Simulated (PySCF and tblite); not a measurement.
Results of a calculation; reference values are marked as such.
C10H16, numbered as in [CH3:1][CH:2]([CH3:3])[C:4]1=[CH:5][C@H:6]2[CH2:7][CH2:8][C@@H:9]1[CH2:10]2.

Level: PBE0-D3(BJ)/pcSseg-1//GFN2-xTB, thermal terms from GFN2-xTB, symmetry numbers and mirror pairs counted. Conformers within 3 kcal/mol (GFN2-xTB free energy) were kept, 7 at most. Programs: PySCF with density fitting and tblite.

Rotational constants are equilibrium values for the commonest isotopes; dipoles come from the energy level named.

Torsions listed: C1–C2–C4–C9. The 5-ring runs over atoms 4–5–6–10–9. The 5-ring runs over atoms 6–7–8–9–10.

```csv
conformer,shape,symmetry
1,"5-ring envelope (ring torsions 34, -50, 50, -34, 0°); 5-ring envelope (ring torsions 0, 36, -58, 58, -37°); 160°",C1
2,"5-ring envelope (ring torsions 34, -50, 51, -34, 0°); 5-ring envelope (ring torsions 0, 37, -58, 58, -36°); 64°",C1
```

(1) Give the rotational constants and dipole components, as needed to look for these species in a jet-cooled rotational spectrum.

(2) Which type of transition is strongest for conformer 1?

## Answers

(1) 
| conformer | A (MHz) | B (MHz) | C (MHz) | abs μa (D) | abs μb (D) | abs μc (D) | κ | Ic−Ia−Ib (u Å²) |
| --- | --- | --- | --- | --- | --- | --- | --- | --- |
| 1 | 2580 | 965 | 910 | 0.05 | 0.12 | 0.27 | -0.94 | -164.8 |
| 2 | 2512 | 1024 | 909 | 0.09 | 0.26 | 0.09 | -0.86 | -138.8 |

(2) c-type, since that component is clearly the largest; the top is near-prolate.
